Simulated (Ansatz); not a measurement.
Isolated molecules relaxed with PBE0-D4/def2-TZVP in Ansatz; ΔE leaves out vibrations. CCSD(T)/CBS is the MP2 limit (def2-TZVPP, def2-QZVPP) plus CCSD(T) − MP2 in def2-TZVPP, frozen cores. Elements past krypton have def2 core potentials. For Br, Sn outer-core shells are correlated without core-valence functions, which leaves a few kJ/mol of doubt a bond. Scalar relativity is left out up to krypton. One conformer a species, not always the lowest.

Consider the redistribution: `C[O][Sn][Br]` + `[OH][SnH2][Br]` → `C[O][Sn][OH]` + `[Br][SnH2][Br]`.

| species | CCSD(T)/CBS(def2) energy (Eh) |
| --- | --- |
| `C[O][Sn][Br]` | -2902.45238 |
| `[OH][SnH2][Br]` | -2864.37583 |
| `C[O][Sn][OH]` | -404.87801 |
| `[Br][SnH2][Br]` | -5361.94777 |

**Question.** Work out ΔE.

**Answer.** ΔE = (-404.87801) + (-5361.94777) − (-2902.45238) − (-2864.37583) = 0.00243 Eh = +6.4 kJ/mol.

Largest T1 diagnostic among the species: 0.017.

Leaving LDA and LC-ωPBE aside and taking each functional with its dispersion term where it has one, the values, not all of them listed here, spread over 5.1 kJ/mol, from ωB97M-V to BLYP-D4.
